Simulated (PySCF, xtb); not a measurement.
SeF₃, SMILES F[Se+](F)F, charge +1.

Harmonic wavenumbers (cm⁻¹) from xtb 6.7.1 with GFN2-xTB at its own minimum, in rising order: 241, 241, 295, 517, 517, 574.

What does TPSSh-D3(BJ)/def2-SVP (PySCF) give at its own minimum? (Estimate from the structure and the level; the computed values follow.)

264, 264, 337, 783, 783, 788. Paired by order, the mean absolute difference is 139 cm⁻¹ and the zero-point energies are 3.4 and 4.6 kcal/mol.
